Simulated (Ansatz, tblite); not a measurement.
Isomers of Sn₃H₂ (singlet), found by a short tight-binding search and relaxed with PBE-D4/def2-SVP in Ansatz.

In the def2 sets Sn takes a core potential; there is no spin–orbit coupling. The xTB rows come from tblite. HSE06 is defined as in plane-wave codes, on full-range PBE exchange. Correlated methods freeze 12 core orbitals; core or outer-core shells of Sn are correlated, in sets that lack core-valence functions.

Run but left out: HF/def2-TZVPP (A: restricted singlet, unstable towards broken spin symmetry).

A: At CCSD(T)/def2-TZVPP the restricted singlet (for correlated methods, its reference) is unstable: a solution with broken spin symmetry lies lower. B: The restricted singlet is unstable towards broken spin symmetry in Hartree–Fock (as tested in another run); at LDA (SPW92)/def2-TZVP, PBE-D4/def2-TZVP, r2SCAN-D4/def2-TZVP, PBE0-D4/def2-TZVP and others this wasn't settled. At CCSD(T)/def2-TZVPP the restricted singlet (for correlated methods, its reference) is unstable: a solution with broken spin symmetry lies lower.

Other spin states were run for one of them alone.

A:

```xyz
5

Sn    0.482    1.596    0.902
Sn    1.752   -0.566   -0.453
Sn   -1.245   -0.571   -0.255
H    -1.358    1.241    0.822
H     0.369   -1.701   -1.016
```

B:

| atom | x (Å) | y (Å) | z (Å) |
| --- | --- | --- | --- |
| Sn1 | 0.283 | -0.449 | -0.845 |
| Sn2 | -2.138 | -1.254 | 0.040 |
| Sn3 | -0.778 | 0.775 | 1.697 |
| H4 | 1.836 | -0.011 | -1.521 |
| H5 | 0.797 | 0.939 | 0.629 |

Question: Estimate their order by electronic energy at PBE0-D4/def2-TZVP, counted from the lowest.

Answer: A (0.0) < B (27.2), in kJ/mol.

Question: Do the other levels pick the same lowest one?

Answer: All that were run do. Energies above each level's lowest (kJ/mol):

```csv
level,A,B
GFN1-xTB,0.0,24.3
GFN2-xTB,0.0,17.8
LDA (SPW92)/def2-TZVP,0.0,34.6
PBE-D4/def2-TZVP,0.0,33.4
r2SCAN-D4/def2-TZVP,0.0,28.4
PBE0-D4/def2-TZVP,0.0,27.2
HSE06-D4/def2-TZVP,0.0,26.9
MP2/def2-TZVPP,0.0,35.1
CCSD/def2-TZVPP,0.0,23.2
CCSD(T)/def2-TZVPP,0.0,26.2
```
Point groups (tolerance 0.1 Å): A C2v, B Cs. A and B have the same bonds, so they are conformers or stereoisomers. Lower isomers may exist.
